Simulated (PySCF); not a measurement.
The numbers are results of PySCF with ωB97X-D3(BJ)/def2-TZVP // PBE0-D3(BJ)/def2-SVP, not measurements. Gas-phase values, no solvent. One relaxed conformer stands for a flexible species; it need not be the lowest. Excitations are Tamm–Dancoff values on a coarser integration grid. The basis has no diffuse functions, so Rydberg states are missing or too high.

Reference species (SMILES): `[C@]12(S)C[C@](CC1)(CC2)B` (neutral, multiplicity 1).

The HOMO–LUMO gap is 9.84 eV. The S1 oscillator strength is 0.000 and the T1 excitation (TDA) is 5.15 eV. The HOMO is -9.09 eV.

Changed species: `B[C@]12CC[C@H](CC1)[C@@H]2S`.

Predict the effect on the HOMO–LUMO gap, S1 oscillator strength, T1 excitation (TDA) and HOMO.

the HOMO–LUMO gap rises by 0.18 eV, to 10.02 eV; the S1 oscillator strength stays essentially unchanged; the T1 excitation (TDA) drops by 0.10 eV, to 5.05 eV; the HOMO decreases by 0.10 eV, to -9.19 eV.
